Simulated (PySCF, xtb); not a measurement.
C₅H₃F, SMILES C#CC(F)=C=C.

GFN2-xTB in xtb at its own geometry gives an orbital gap of 4.14 eV and a dipole moment of 2.61 D.

The structure is a stationary point at B3LYP-D3(BJ)/def2-SVP. This is a generated structure with no PubChem entry under its InChIKey; it may be hypothetical.

Problem. What does r2SCAN/def2-TZVP (PySCF) give? (An estimate is asked for; the answer gives what the named calculation found.)

Solution. gap 4.23 eV (levels -6.20 and -1.97 eV), dipole 1.94 D.
